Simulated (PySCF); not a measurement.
Frontier orbitals and the lowest excitations

C4H12BN.
Z-matrix (Å and degrees, PBE0-D3(BJ)/def2-SVP geometry), rows numbered from 1:
```
C 
B   1  1.5829
N   2  1.3992  1  119.63
C   2  1.5965  1  121.43  3   179.95
C   4  1.5308  2  111.14  1   -63.25
C   4  1.5304  2  111.36  1    60.80
H   1  1.1028  2  110.73  3  -122.67
H   1  1.1013  2  114.01  3    -1.05
H   1  1.1029  2  110.59  3   120.38
H   3  1.0118  2  122.86  1  -179.92
H   3  1.0118  2  123.34  1     0.18
H   4  1.1071  2  108.19  1   178.86
H   5  1.1032  4  111.54  2  -177.34
H   5  1.1024  4  111.25  2    63.22
H   5  1.1017  4  112.00  2   -56.86
H   6  1.1024  4  111.22  2   -63.47
H   6  1.1017  4  112.02  2    56.61
H   6  1.1032  4  111.55  2   177.10
```

Computed, not measured: TDDFT wB97X-D/def2-SVPD, vertical, gas phase, core orbitals frozen in the response in PySCF 2.14.0, density-fitted response routines.

Frontier orbitals with the atoms that hold most of them (Löwdin shares over 4%, at most four atoms; ? is withheld):

```csv
orbital,ε (eV),atoms
LUMO+2,2.91,"C6 15%, C5 14%, H18 9%, H13 8%"
LUMO+1,2.86,"B2 27%, N3 17%, C1 10%, C5 8%"
LUMO,?,?
HOMO,-9.67,"C4 29%, B2 22%, C1 10%, C5 7%"
HOMO-1,-10.09,?
HOMO-2,-10.80,"C4 24%, C6 14%, C5 13%, H12 11%"
HOMO-3,-11.22,"C5 25%, C6 25%, C4 18%, H17 12%"
```

**Question.** Give the leading atoms of the LUMO.

**Answer.** B2 (bonded to 2 C and N) 52%; H11 (bonded to N) 8%; H10 (bonded to N) 8%. By element: boron 52%, hydrogen 16% or more.

**Question.** Which atoms hold the HOMO-1, and with what shares?

**Answer.** N3 (bonded to B and 2 H) 63%; B2 (bonded to 2 C and N) 13%; H11 (bonded to N) 6%; H10 (bonded to N) 6%. By element: nitrogen 63%, boron 13%, hydrogen 11% or more.

**Question.** What is the LUMO energy, and the HOMO–LUMO gap?

**Answer.** ε(LUMO) = 1.80 eV; the gap is 11.47 eV (0.4216 hartree).

**Question.** How does S1 compare with the orbital gap of 11.47 eV?

**Answer.** S1 is at 7.36 eV (f = 0.0013), 4.11 eV below the gap, made of HOMO→LUMO+1 (83%), HOMO→LUMO+4 (11%). Its leading pair isn't HOMO and LUMO; the energies of that pair differ by 12.54 eV. 

**Question.** One configuration dominates each of S1, S2, S3, S4 and S7. Which, and how do the shares of the two leading atoms of either orbital change from the occupied to the empty one?

**Answer.** 
- S1 (7.36 eV, f 0.0013), HOMO→LUMO+1 (83%): C4 29% → at most 9%, B2 22% → 27%, N3 at most 8% → 17%
- S2 (7.43 eV, f 0.046), HOMO-1→LUMO (86%): N3 63% → at most 4%, B2 13% → 52%, H11 6% → 8%
- S3 (7.66 eV, f 0.010), HOMO→LUMO (92%): C4 29% → at most 4%, B2 22% → 52%, H11 at most 8% → 8%
- S4 (8.53 eV, f 0.243), HOMO-1→LUMO+1 (76%): N3 63% → 17%, B2 13% → 27%
- S7 (8.83 eV, f 0.024), HOMO-2→LUMO+1 (77%): C4 24% → at most 9%, C6 14% → at most 9%, B2 at most 12% → 27%, N3 at most 12% → 17%

Löwdin shares depend on the basis, the more so with diffuse functions.

One conformer stands for the species.
